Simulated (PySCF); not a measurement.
Potential energy surface of O2Si, singlet: symmetric bend, bond length relaxed. Scanned: O-Si-O angle. Other coordinates (Si-O bond length) were minimised at PBE0/def2-TZVP.

Computed with: RMP2/6-31G* = restricted MP2 (frozen core)/6-31G*, spherical d run with PySCF 2.14.0; CCSD(T) on RHF/cc-pVTZ, 7 core orbitals frozen (PySCF).

Energies relative to the lowest point of each profile, in mEh:

```tsv
a / °	RMP2/6-31G*
180	0.0
170	1.3
160	5.3
150	12.1
140	22.0
130	35.4
120	53.1
110	76.2
100	106.6
90	148.6
80	210.8
```

Estimate the CCSD(T) values at these points.

180: 0.0; 170: 1.5; 160: 6.0; 150: 13.6; 140: 24.3; 130: 38.4; 120: 56.3; 110: 78.7; 100: 107.1; 90: 143.5; 80: 185.6 (mEh).
